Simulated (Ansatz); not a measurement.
Ideal-gas functions of CH$_{3}$F$_{2}$O$_{2}$Ta (`C[O][Ta](=[O])([F])[F]`) at 400 K and 1 bar, from an Ansatz frequency run at PBE0-D4/def2-TZVP.

Molar mass 265.98 g/mol, point group Cs (symmetry number 1), electronic degeneracy 1, moments of inertia 161.221, 290.591, 318.389 u Å². Harmonic wavenumbers (cm⁻¹, unscaled): 85, 89, 98, 168, 204, 216, 268, 300, 587, 674, 674, 1014, 1167, 1180, 1194, 1476, 1489, 1491, 3042, 3126, 3130.

Use S(trans) = R[1.5 ln M + 2.5 ln T − 1.1517]; rotational temperatures θ = 24.2544 K / I; S(rot) = R[ln(√π/σ · √(T³/θAθBθC)) + 1.5]; for each mode x = 1.438777 ν̃/T, S = R[x/(eˣ − 1) − ln(1 − e⁻ˣ)] and H = RT x/(eˣ − 1); 1 cm⁻¹ = 0.0119627 kJ/mol; R = 8.31446 J/(mol·K).

Q: By hand: the entropy, in J/(mol·K).

A: Translation 184.6. Rotation: θ = 0.1504, 0.0835, 0.0762 K, giving 120.9. Vibration, mode by mode: 18.20, 17.82, 17.03, 12.63, 11.07, 10.62, 8.93, 8.07, 3.49, 2.73, 2.73, 1.03, 0.66, 0.63, 0.61, 0.26, 0.25, 0.25, 0.00, 0.00, 0.00, in all 117.0. Electronic 0.0. Sum 422.5 J/(mol·K).

Q: By hand: H − E and G − E in kJ/mol, counted from the electronic energy.

A: Zero-point energy ½ × 21672 × 0.0119627 = 129.6; thermal vibration 22.9; translation, rotation and pV give 4 RT = 13.3. H − E = 165.8 kJ/mol, and G − E = 165.8 − 400 × 422.5/1000 = -3.2 kJ/mol.

Vibration gives 28 % of the entropy, 53.0 J/(mol·K) of it from the modes under 150 cm⁻¹: soft modes count most, and the harmonic formula is weakest for them. The sum counts one conformer and one mirror image; others add a mixing term.
